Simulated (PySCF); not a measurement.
**Solvent effects on NMR parameters**

Geometry:
```json
{"atom": "C1", "x (Å)": "2.790", "y (Å)": "-0.160", "z (Å)": "0.141"}
{"atom": "C2", "x (Å)": "1.433", "y (Å)": "0.547", "z (Å)": "0.287"}
{"atom": "C3", "x (Å)": "0.782", "y (Å)": "0.698", "z (Å)": "-1.053"}
{"atom": "C4", "x (Å)": "-0.424", "y (Å)": "0.253", "z (Å)": "-1.422"}
{"atom": "P5", "x (Å)": "-1.504", "y (Å)": "-0.710", "z (Å)": "-0.350"}
{"atom": "C6", "x (Å)": "-2.980", "y (Å)": "0.328", "z (Å)": "-0.104"}
{"atom": "S7", "x (Å)": "-1.926", "y (Å)": "-2.504", "z (Å)": "-0.986"}
{"atom": "C8", "x (Å)": "-0.612", "y (Å)": "-0.645", "z (Å)": "1.213"}
{"atom": "C9", "x (Å)": "0.612", "y (Å)": "-0.122", "z (Å)": "1.347"}
{"atom": "H10", "x (Å)": "2.647", "y (Å)": "-1.187", "z (Å)": "-0.226"}
{"atom": "H11", "x (Å)": "3.438", "y (Å)": "0.375", "z (Å)": "-0.570"}
{"atom": "H12", "x (Å)": "3.315", "y (Å)": "-0.208", "z (Å)": "1.107"}
{"atom": "H13", "x (Å)": "1.648", "y (Å)": "1.572", "z (Å)": "0.653"}
{"atom": "H14", "x (Å)": "1.396", "y (Å)": "1.216", "z (Å)": "-1.801"}
{"atom": "H15", "x (Å)": "-0.775", "y (Å)": "0.393", "z (Å)": "-2.450"}
{"atom": "H16", "x (Å)": "-3.520", "y (Å)": "0.385", "z (Å)": "-1.060"}
{"atom": "H17", "x (Å)": "-3.630", "y (Å)": "-0.171", "z (Å)": "0.630"}
{"atom": "H18", "x (Å)": "-2.707", "y (Å)": "1.335", "z (Å)": "0.246"}
{"atom": "H19", "x (Å)": "-1.096", "y (Å)": "-1.145", "z (Å)": "2.058"}
{"atom": "H20", "x (Å)": "1.104", "y (Å)": "-0.194", "z (Å)": "2.326"}
```

GIAO PBE0/pcSseg-1 in PySCF on one PBE0-D3(BJ)/def2-SVP conformer, non-relativistic, equivalent nuclei averaged. Solvents enter as an IEF-PCM continuum (dichloromethane with ε = 8.9) around the gas-phase geometry. Shifts are referred to TMS, CS2 computed in the same medium.

Gas phase, δ in ppm: C3/C9 150.7, C4/C8 131.6, C2 37.3, C6 28.8, C1 21.2, S7 -181.7, H14/H20 6.33, H15/H19 5.96, H13 2.71, H16/H17/H18 1.54, H10/H11/H12 1.16. Dipole moment 5.52 D.

**Question.** How does each δ change in the continuum?

**Answer.** 
```json
{"atoms": "C3/C9", "environment": "alkene CH", "Δδ, dichloromethane": "+6.1"}
{"atoms": "C4/C8", "environment": "alkene CH", "Δδ, dichloromethane": "-2.6"}
{"atoms": "C2", "environment": "allylic sp3 CH", "Δδ, dichloromethane": "+1.2"}
{"atoms": "C6", "environment": "methyl carbon bonded to P", "Δδ, dichloromethane": "+0.5"}
{"atoms": "C1", "environment": "methyl carbon", "Δδ, dichloromethane": "-0.1"}
{"atoms": "S7", "environment": "sulfur bonded to P", "Δδ, dichloromethane": "-36.7"}
{"atoms": "H14/H20", "environment": "hydrogen on an alkene CH", "Δδ, dichloromethane": "+0.43"}
{"atoms": "H15/H19", "environment": "hydrogen on an alkene CH", "Δδ, dichloromethane": "+0.09"}
{"atoms": "H13", "environment": "hydrogen on an allylic sp3 CH", "Δδ, dichloromethane": "+0.24"}
{"atoms": "H16/H17/H18", "environment": "hydrogen on a methyl carbon bonded to P", "Δδ, dichloromethane": "+0.16"}
{"atoms": "H10/H11/H12", "environment": "hydrogen on a methyl carbon", "Δδ, dichloromethane": "+0.04"}
```

Changes are relative to the gas phase. The dipole moment becomes 7.69 D in dichloromethane.

**Question.** Which of the listed nuclei move most (in ppm), and what does the model miss?

**Answer.** S7 (sulfur bonded to P, -36.7 ppm) in dichloromethane. A continuum only polarises the solute; specific hydrogen bonds, the anisotropy of aromatic solvents and changes of geometry or conformer are outside it.
